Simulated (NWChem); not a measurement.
System: GaF2, doublet; SMILES [F][Ga][F]

```xyz
3

Ga     0.0000     0.0000     0.3380
F     -1.4967     0.0000    -0.5822
F      1.4967     0.0000    -0.5822
```
Atoms are numbered in this order, from 1.

Computed with NWChem. Spin-unrestricted. In the optimisation the excess spin sits in a1 (C2v, its own frame). The geometry was optimised at PBE0/def2-SVP, spin-unrestricted. The spin multiplicity was typed, not searched, and may not be the lowest. No stability test was run on the SCF state. Vertical excitations in the gas phase. Excited states of an open shell can be spin-contaminated.

Problem. What does the run give for PBE/def2-SVPD, TDA? Quantities: lowest excitation (eV); oscillator strength of that lowest state; lowest empty minus highest occupied level, either spin (eV).

Solution. 
```yaml
lowest excitation (eV): 3.76
oscillator_strength_of_that_lowest_state: 0.000
lowest empty minus highest occupied level, either spin (eV): 1.23
```
